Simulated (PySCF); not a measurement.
Match the calculated data to a structure.

All candidates are C7H12FNO.

- Dipole: 3.84 D [PBE0/pcSseg-1]
- NMR, other nuclei: isotropic shieldings of nuclei other than C and H, by class: 143 (1 N), -70 (1 O), 266 (1 F) ppm [GIAO PBE0/pcSseg-1]
- Rotational structure: rotational constants A, B, C: 1.950, 1.005, 0.820 GHz [GFN2-xTB]
- 1H NMR: chemical shifts (computed TMS as zero) by class: 3.11 (3 H), 3.08 (3 H), 2.13 (3 H), 1.94 (3 H) ppm [GIAO PBE0/pcSseg-1]
- 13C NMR: chemical shifts (computed TMS as zero) by class: 170.5 (1 C), 162.7 (1 C), 118.4 (1 C), 38.2 (1 C), 33.9 (1 C), 17.2 (1 C), 16.7 (1 C) ppm [GIAO PBE0/pcSseg-1]

The electronic properties come from PySCF, for the isolated species, density fitting. Levels stand in brackets. Isolated species at its GFN2-xTB geometry (one conformer only). NMR classes are plain means over equivalent atoms (diastereotopic ones count apart unless rotation or inversion swaps them), as if these changed places fast.

Question: Which candidate is it?
A. `CC(C)O[C@@H](C)[C@H](F)C#N`
B. `C/C(F)=C(\C)C(=O)N(C)C`
C. `CCOC1=C(F)N(C)CC1`

Answer: B. It is `C/C(F)=C(\C)C(=O)N(C)C`. Numbering: `[CH3:1]/[C:2]([F:3])=[C:4](\[CH3:5])[C:6](=[O:7])[N:8]([CH3:9])[CH3:10]`. Its formula, C7H12FNO, gives 2 degrees of unsaturation: 0 rings and 2 π bonds in the structure found. 7 carbons fall into 7 classes; from least to most shielded: amide carbonyl carbon [C6] (170.5 ppm), vinylic C–F carbon [C2] (162.7 ppm), fully substituted alkene carbon [C4] (118.4 ppm), N-methyl carbon [C10] (38.2 ppm), N-methyl carbon [C9] (33.9 ppm), allylic carbon [C1] (17.2 ppm), allylic carbon [C5] (16.7 ppm). Hydrogen classes from least to most shielded: 3 H on an N-methyl carbon, C9 (3.11 ppm, a mean of values up to 2.7 ppm apart in this geometry), 3 H on an N-methyl carbon, C10 (3.08 ppm, a mean of values up to 1.1 ppm apart in this geometry), 3 H on an allylic carbon, C1 (2.13 ppm), 3 H on an allylic carbon, C5 (1.94 ppm, a mean of values up to 1.0 ppm apart in this geometry). The other shieldings belong to: 143 ppm, amide nitrogen [N8]; -70 ppm, amide oxygen [O7]; 266 ppm, vinyl fluorine [F3]. The optimised geometry has point group C1 and is an asymmetric top.

The others, at the same levels:
- `CCOC1=C(F)N(C)CC1` fails: its computed 13C shifts are 151.2 (1 C), 119.0 (1 C), 68.3 (1 C), 50.3 (1 C), 39.1 (1 C), 30.7 (1 C), 18.1 (1 C) ppm, 1H shifts are 4.16 (2 H), 2.94 (2 H), 2.69 (2 H), 2.41 (3 H), 1.31 (3 H) ppm and rotational constant A is 2.679 GHz (against 1.950 GHz).
- `CC(C)O[C@@H](C)[C@H](F)C#N` fails: its computed 13C shifts are 122.2 (1 C), 84.1 (1 C), 77.7 (1 C), 75.2 (1 C), 25.9 (1 C), 23.1 (1 C), 19.6 (1 C) ppm, 1H shifts are 4.58 (1 H), 3.66 (1 H), 3.61 (1 H), 1.34 (3 H), 1.33 (3 H), 1.25 (3 H) ppm and rotational constant A is 1.801 GHz (against 1.950 GHz).

Each candidate is one conformer, not necessarily the lowest. Dipoles, sizes and rotational constants follow the conformer. The torsions of the flexible species, by atom-mapped SMILES:
- `[CH3:1]/[C:2]([F:3])=[C:4](\[CH3:5])[C:6](=[O:7])[N:8]([CH3:9])[CH3:10]`: C2–C4–C6–O7 -115°, C4–C6–N8–C9 -175°
- `[CH3:1][CH:2]([CH3:3])[O:4][C@@H:5]([CH3:6])[C@H:7]([F:8])[C:9]#[N:10]`: C1–C2–O4–C5 -157°, C2–O4–C5–C6 98°, O4–C5–C7–F8 -179°

The conformers of `CCOC1=C(F)N(C)CC1` aren't listed.
